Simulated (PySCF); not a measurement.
Species: C3H7BFN.
Bonds: C1–C2 (double), C2–C3, C2–B4, B4–N5, B4–F6. Hydrogens: H7, H8 on C1; H9, H10, H11 on C3; H12, H13 on N5.

Torsions of this conformer, `[CH2:1]=[C:2]([CH3:3])[B:4]([NH2:5])[F:6]`: C1–C2–B4–N5 -177°, H–N5–B4–C2 180°, H–N5–B4–C2 0°.

The closed-shell ground state was solved at several levels (PySCF, density fitting, gas phase, non-relativistic). Geometry: GFN2-xTB, one conformer, isolated molecule.

| level | basis functions | total energy (Eh) | HOMO (eV) | LUMO (eV) | gap (eV) | dipole (D) |
| --- | --- | --- | --- | --- | --- | --- |
| PBE0/pcSseg-1 | 137 | -297.7068 | -7.39 | -0.37 | 7.02 | 2.36 |
| B3LYP/pcJ-1 | 232 | -298.1023 | -7.14 | -0.56 | 6.58 | 2.37 |

Task: Estimate the row for CAM-B3LYP/def2-SVPD, a basis of 179 functions; the other rows only guide the guess.

Result: Total energy -297.7427 Eh, HOMO -8.77 eV, LUMO 0.62 eV, gap 9.39 eV, dipole 2.32 D.

Task: Over all these levels, which gives the widest orbital gap and which the narrowest?

Result: CAM-B3LYP/def2-SVPD (range-separated hybrid) has the widest, 9.39 eV, and B3LYP/pcJ-1 (global hybrid, 20 % exact exchange) the narrowest, 6.58 eV. Functional and basis both differ between the two, so the spread mixes both effects.

Task: How far do the dipole and the HOMO energy spread over the levels?

Result: The dipole runs from 2.32 to 2.37 D (mean 2.35 D) and the HOMO from -8.77 to -7.14 eV.
